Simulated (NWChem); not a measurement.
# SrCl, doublet; SMILES [Cl][Sr]

All runs: NWChem. Spin-unrestricted. All runs use the structure optimised with PBE0/def2-SVP, spin-unrestricted. The spin multiplicity was typed, not searched, and may not be the lowest. No stability test was run on the SCF state. def2 effective core potentials on Sr; no spin-orbit coupling. Vertical excitations in the gas phase; the lowest state need not have the same character in each row. Excited states of an open shell can be spin-contaminated.

For level PBE/def2-SVP, TDA:

```
Item                                                         Result
-----------------------------------------------------------  ------
lowest excitation (eV)                                         1.72
lowest empty minus highest occupied level, either spin (eV)    0.80
```

Task: How do the values read with level BHandHLYP/def2-SVP, TDA instead?

Result: 
| Property | Value |
|---|---|
| lowest excitation (eV) | 1.92 |
| lowest empty minus highest occupied level, either spin (eV) | 2.76 |
